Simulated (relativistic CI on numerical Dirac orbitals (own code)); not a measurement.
**Sensitivity of the levels of Dy¹⁵⁺ to α and to the nuclear radius**

Calculated at this level of theory: Dirac-Coulomb-Breit CI, orbitals from a KLI potential per configuration, derivatives by finite differences, unscaled Slater integrals, QED left out (own radial code, finite nucleus).

CI space (outside the closed core [Kr] 4d10): 4f⁵, 4f³5s², 4f³5s5p. Levels of other configurations are missing.

With x = (α/α₀)² − 1 an excitation energy changes as ω = ω₀ + qx; K = 2q/ω₀ is the relative enhancement. Terms are leading LS components, so labels can repeat. The field-shift factor is F = δν/δ⟨r²⟩ for the transition from the lowest level.

Lowest level 4f⁵ ⁶H°5/2.

```
      Level  ω₀ (cm⁻¹)  q (cm⁻¹)        K  F (GHz/fm²)
 4f⁵ ⁶H°7/2     2415.4      2947     2.44       0.0988
 4f⁵ ⁶H°9/2     5141.6      5860     2.28        0.205
4f⁵ ⁶H°11/2     8037.5      8517     2.12        0.311
4f⁵ ⁶H°13/2    11005.5     10820     1.97        0.414
 4f⁵ ⁶F°1/2    12982.5      3602    0.555        0.187
 4f⁵ ⁶F°3/2    13387.6      3411     0.51        0.197
4f⁵ ⁶H°15/2    13961.2     12680     1.82         0.51
 4f⁵ ⁶F°5/2    14356.4      3735     0.52        0.228
 4f⁵ ⁶F°7/2    16337.8      6049     0.74        0.313
 4f⁵ ⁶F°9/2    19037.0      9012    0.947        0.418
4f⁵ ⁶F°11/2    22136.3     11930     1.08        0.521
 4f⁵ ⁴G°5/2    32020.7     -1817   -0.113        0.688
 4f⁵ ⁴F°3/2    33765.5      1537   0.0911        0.713
4f⁵ ⁴M°15/2    34845.0    -538.5  -0.0309        0.301
 4f⁵ ⁴G°7/2    36820.5      3622    0.197        0.837
 4f⁵ ⁴I°9/2    37195.1      3021    0.162         1.14
4f⁵ ⁴I°11/2    37940.4      2906    0.153        0.851
4f⁵ ⁴I°13/2    38592.9      2052    0.106        0.653
4f⁵ ⁴M°17/2    38924.7      4777    0.245        0.432
4f⁵ ⁴I°15/2    41525.8      6582    0.317        0.798
 4f⁵ ⁴F°5/2    41585.2      7345    0.353         1.09
4f⁵ ⁴M°19/2    42198.5      8046    0.381         0.55
 4f⁵ ⁴G°9/2    42514.1      7789    0.366        0.948
```

At this charge energies of transitions that change n are usually good to better than 1 %, and those within a shell (Δn = 0) to a few per cent. Terms inside the open d or f shell come out 10 to 20 % too wide with unscaled integrals. Levels and lines within the n = 5 or 6 shells can be off by up to 10 % or somewhat more, and those that change n by about 2 %, since core polarisation is missing.
